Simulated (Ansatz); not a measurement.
The cluster Re2O2⁺, relaxed as a quartet with UKS PBE0-D4/def2-TZVP in Ansatz, starting from the PBE0-D4/def2-TZVP geometry of the charge +1 doublet. Force threshold 0.02 eV/Å.

In the def2 sets Re takes a core potential; there is no spin–orbit coupling. The relaxation made no stability test and no search for a lower SCF solution. At PBE0-D4/def2-TZVP a doublet of charge 1 lies 0.26 eV below the quartet, each at its own geometry. The structure comes from a short search, and lower isomers may exist.

Start:

Cartesian coordinates in Å:
```
Re 1.140 -0.207 -0.069
Re -0.979 -0.062 0.639
O -1.271 1.565 0.748
O 1.110 -1.297 -1.318
```

| step | energy (eV) | largest force component (eV/Å) | SCF passes |
| --- | --- | --- | --- |
| 1 | -8342.0013 | 1.754 | 85 |
| 2 | -8342.1425 | 0.910 | 56 |
| 3 (rejected) | -8342.1205 | 0.546 | 119 |
| 4 | -8342.1722 | 0.286 | 55 |
| 5 | -8342.1796 | 0.586 | 54 |
| 6 | -8342.1835 | 0.078 | 48 |
| 7 | -8342.1845 | 0.047 | 44 |
| 8 | -8342.1847 | 0.020 | 42 |
| 9 | -8342.1847 | 0.003 | 44 |

Force components are those of the run's own axes.

End:

Cartesian coordinates in Å:
```
Re 1.1903 -0.2485 -0.1175
Re -1.0273 -0.0082 0.6605
O -1.3532 1.6117 0.8110
O 1.1902 -1.3549 -1.3539
```

By distances, no bond broke or formed. The bond that changes most is Re1–Re2, from 2.24 to 2.36 Å (atoms count from 1).

No frequencies were taken in this run, so the end may be a saddle point.

Run time 24 s (4 threads of Arm Neoverse V2 on a shared host).
